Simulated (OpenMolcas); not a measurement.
I+: effect of the IPEA shift

- Program: OpenMolcas 26.06
- Basis: ANO-RCC-VTZP [7s6p4d2f1g]
- Scalar Hamiltonian: DKH2, point nucleus
- Active space: 4 electrons in 3 orbitals (5p)
- State averaging: 2S+1 = 3 even, 3 roots; 2S+1 = 1 even, 6 roots
- Spin-orbit coupling: state interaction with AMFI integrals over the reference wave functions, term energies averaged over their components

Methods on the same reference wave functions:
A. CASSCF
B. SS-CASPT2, IPEA 0 Eh, imaginary shift 0.1 Eh (closed shells correlated: 4d 5s)
C. SS-CASPT2, IPEA 0.25 Eh, imaginary shift 0.1 Eh (closed shells correlated: 4d 5s)

Energies in cm-1 above 5s2 5p4 3P2, the measured ground level; measured values from NIST Handbook of Basic Atomic Spectroscopic Data.

```
      Level      A      B      C  Measured
5s2 5p4 3P2    0.0    0.0    0.0       0.0
5s2 5p4 3P1   6181   6310   6340      7087
5s2 5p4 3P0   6537   6230   6250      6448
5s2 5p4 1D2  15456  13860  13550     13727
5s2 5p4 1S0  33095  29280  29260     29501
```

Deviations, from unrounded energies. A percentage is the sum of absolute deviations over the sum of measured energies, with the sign that they share, or ± where signs differ.

| Against measurement | Levels | A | B | C |
| --- | --- | --- | --- | --- |
| mean absolute deviation (cm-1) | 4 | 1600 | 340 | 340 |
| fine structure of the ground term (%) | 2 | ±7.4 | -7.4 | -7.0 |
| other terms of the ground configuration (%) | 2 | +12.3 | ±0.8 | -1.0 |

B, C lie about equally close to measurement and A furthest from it. The largest miss of B in the table is 5s2 5p4 3P1, by -780 cm-1. The ranking rests on the paired levels alone, and a cruder setting can come out closer through cancelling errors.

Between B and C the level of the table that moves most is 5s2 5p4 1D2, by 320 cm-1 (lowest in C, highest in B). Moves below CASPT2's spread within the term are not significant.

The two smallest mean deviations differ by little beside CASPT2's spread within terms, so their order carries little weight.

From A to B the spin-free energies of the other terms of 5s2 5p4 shown, above 3P, scale by factors of 0.83 to 0.84.

The lowest spin-free term lies below A's lowest term by 0.565 hartree in B, 0.556 hartree in C.

CASPT2 does not keep the components of a term degenerate, so their means are used; among the terms shown or strongly mixed into the levels shown the widest spread is 160 cm-1 (5s2 5p4 1D, C). With the s shell closed, the reference lacks s² → p² mixing. Computed and measured levels are paired by configuration, term and J; levels that our copy of the source lacks, or whose pairing is in doubt (as where it misses far off the trend of its configuration), stay unpaired and out of the deviations. Only configurations of the active space appear.
